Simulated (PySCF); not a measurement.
Zn(NH2)(SMe) (CH5NSZn), SMILES C[S][Zn][NH2]. Geometry: ωB97X-D3(BJ)/def2-SVP. The structure was generated by enumeration; whether it is a known compound was not checked. The values are those of a single conformer.

Computed with ωB97X-D3(BJ)/def2-SVP run with PySCF.

Harmonic wavenumbers (cm⁻¹): 93, 107, 125, 144, 190, 238, 399, 694, 707, 746, 968, 985, 1360, 1470, 1473, 1543, 3075, 3178, 3184, 3611, 3700. Rotational constants (GHz): 13.71, 1.848, 1.661; symmetry number 1.

Task: Work out the zero-point energy and the ideal-gas rigid-rotor harmonic-oscillator thermochemistry at 298.15 K and 1 atm.

Result: ZPE = ½ Σ hcν = ½ × 27990 cm⁻¹ = 40.01 kcal/mol. H − E(el) = 45.29 kcal/mol. Entropy in cal/(mol K): translation 40.47, rotation 26.44, vibration 18.85, total 85.75. G − E(el) = 19.72 kcal/mol. Cp = 24.35 cal/(mol K). Modes under 150 cm⁻¹ make the vibrational entropy uncertain.
